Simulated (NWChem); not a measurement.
Species: NH₄ cation; SMILES [NH4+]

```xyz
5

N      0.0000     0.0000     0.0000
H     -0.5910    -0.5910    -0.5910
H      0.5910     0.5910    -0.5910
H     -0.5910     0.5910     0.5910
H      0.5910    -0.5910     0.5910
```
Atoms are numbered in this order, from 1.

Results from NWChem. Coordinates come from a PBE0-D3(BJ)/def2-TZVP optimisation. Vertical excitations in the gas phase; the lowest state need not have the same character in each row.

```csv
level,"lowest excitation, singlet (eV)",oscillator strength of that lowest state,lowest triplet (eV),orbital gap (eV)
"PBE/def2-SVP, TDA",14.97,0.130,14.03,14.58
"B3LYP/def2-SVP, TDA",15.24,0.150,14.20,16.53
"BHandHLYP/def2-SVP, TDA",15.81,0.196,14.51,19.64
"Hartree-Fock/def2-SVP, CIS",16.62,0.299,14.73,24.76
```
